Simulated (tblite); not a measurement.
F5Ta, triplet, at a GFN2-xTB geometry (such geometries of metal compounds can be far from the true shape) (the multiplicity is a formal guess); GFN1-xTB (tblite).

Here is a job for tblite.
```
$ tblite run mol.xyz --method gfn1 --charge 0 --spin 2 --json tblite.json --no-restart

# file mol.xyz
6

Ta     0.14928077     0.14534800    -0.05802222
F      1.29439742    -0.62143800     1.14292204
F     -1.06086421     0.84881883    -1.23369136
F     -0.48460091     1.24980668     1.25342167
F      0.71813412    -1.02242585    -1.34419099
F     -1.67789932    -1.63369544     0.65216329
```

The log (banner, timings and long lists left out):

```
xTB calculator
 | screened Coulomb repulsion
 | Coulomb electrostatics
 |  * isotropic Klopman-Ohno-Mataga-Nishimoto electrostatics
 |  * onsite third-order electrostatics
 | DFT-D3(BJ) dispersion correction

halogen bonding energy    0.0000000000000E+00 Eh
repulsion energy          2.2730175779172E-02 Eh
dispersion energy        -1.2960353312609E-03 Eh
number of electrons       4.0000000000000E+01 e
integral cutoff           3.6814730210589E+01 bohr

------------------------------------------------------------
  cycle        total energy    energy error   density error
------------------------------------------------------------
      1     -27.53670241706  -2.7558137E+01   8.4009849E-01
      2     -27.59810467016  -6.1402253E-02   4.8598254E-01
      3     -27.61554577032  -1.7441100E-02   2.7420469E-01
      4     -27.63890316377  -2.3357393E-02   1.9380739E-01
      5     -27.30399635382   3.3490681E-01   3.9767456E-01
      6     -27.54149075846  -2.3749440E-01   2.8427412E-01
      7     -27.65380407099  -1.1231331E-01   1.7409266E-01
      8     -27.65733400451  -3.5299335E-03   1.6220850E-01
      9     -27.63538045505   2.1953549E-02   1.9830177E-01
     10     -27.65974829173  -2.4367837E-02   1.5526858E-01
     11     -27.64010370669   1.9644585E-02   1.8387484E-01
     12     -27.65915052753  -1.9046821E-02   1.5656583E-01
     13     -27.64713944384   1.2011084E-02   1.7210733E-01
     14     -27.65909926442  -1.1959821E-02   1.5661885E-01
     15     -27.71363482262  -5.4535558E-02   6.9200346E-02
     16     -27.66401136211   4.9623461E-02   1.4474520E-01
     17     -27.64176948500   2.2241877E-02   1.7969797E-01
     18     -27.66283703644  -2.1067551E-02   1.4753914E-01
     19     -27.65253959737   1.0297439E-02   1.6563382E-01
     20     -27.66230842968  -9.7688323E-03   1.4878882E-01
     21     -27.69839527878  -3.6086849E-02   1.0105602E-01
     22     -27.66413628815   3.4258991E-02   1.4445721E-01
     23     -27.65259683464   1.1539454E-02   1.6555642E-01
     24     -27.66370510084  -1.1108266E-02   1.4546374E-01
     25     -27.67987044984  -1.6165349E-02   1.3036283E-01
     26     -27.66422825724   1.5642193E-02   1.4425142E-01
     27     -27.67482485595  -1.0596599E-02   1.3738592E-01
     28     -27.66458135532   1.0243501E-02   1.4345906E-01
     29     -27.67489319716  -1.0311842E-02   1.3729039E-01
     30     -27.66492708905   9.9661081E-03   1.4269884E-01
     31     -27.67517514593  -1.0248057E-02   1.3690119E-01
[...]
    131     -27.72162458660  -1.7053932E-03   4.4824188E-02
    132     -27.72121210011   4.1248649E-04   4.5256915E-02
    133     -27.72267881535  -1.4667152E-03   4.0606808E-02
    134     -27.72240451412   2.7430123E-04   4.0836607E-02
    135     -27.72364195051  -1.2374364E-03   3.6344749E-02
    136     -27.72348228548   1.5966502E-04   3.6366667E-02
    137     -27.72450216008  -1.0198746E-03   3.2079212E-02
    138     -27.72443239008   6.9770003E-05   3.1895255E-02
    139     -27.72524948629  -8.1709621E-04   2.7864257E-02
    140     -27.72524469112   4.7951732E-06   2.7485974E-02
    141     -27.72587748447  -6.3279335E-04   2.3766343E-02
    142     -27.72591401773  -3.6533262E-05   2.3216936E-02
    143     -27.72638468389  -4.7066616E-04   1.9862731E-02
    144     -27.72644182726  -5.7143376E-05   1.9177909E-02
    145     -27.72677628822  -3.3446096E-04   1.6230912E-02
    146     -27.72683786511  -6.1576888E-05   1.5457093E-02
    147     -27.72706358367  -2.2571856E-04   1.2944012E-02
    148     -27.72711886360  -5.5279936E-05   1.2133967E-02
    149     -27.72726289805  -1.4403444E-04   1.0059217E-02
    150     -27.72730652560  -4.3627549E-05   9.2655495E-03
    151     -27.72739318510  -8.6659508E-05   7.6095352E-03
    152     -27.72742413895  -3.0953851E-05   6.8774718E-03
    153     -27.72747324676  -4.9107809E-05   5.5996665E-03
    154     -27.72749322647  -1.9979708E-05   4.9613852E-03
    155     -27.72751944928  -2.6222809E-05   4.0072424E-03
    156     -27.72753127335  -1.1824069E-05   3.4793402E-03
    157     -27.72754448861  -1.3215260E-05   2.7886824E-03
    158     -27.72755094302  -6.4544133E-06   2.3731226E-03
    159     -27.72755729628  -6.3532524E-06   1.8827171E-03
    160     -27.72756069152  -3.3952440E-06   1.5558020E-03
    161     -27.72756369447  -3.0029548E-06   1.1965938E-03
    162     -27.72756539635  -1.7018772E-06   9.3262462E-04
    163     -27.72756672381  -1.3274561E-06   6.5729039E-04
    164     -27.72756744793  -7.2412498E-07   4.3959390E-04
    165     -27.72756787586  -4.2792535E-07   2.2800728E-04
    166     -27.72756801479  -1.3893303E-07   7.8809837E-05
    167     -27.72756803357  -1.8774880E-08   1.8584064E-06
------------------------------------------------------------

electronic energy        -2.7749002174014E+01 Eh
total energy             -2.7727568033566E+01 Eh

Post processing:
 | Mayer-Wiberg bond orders

[Info] JSON dump of results written to 'tblite.json'
```
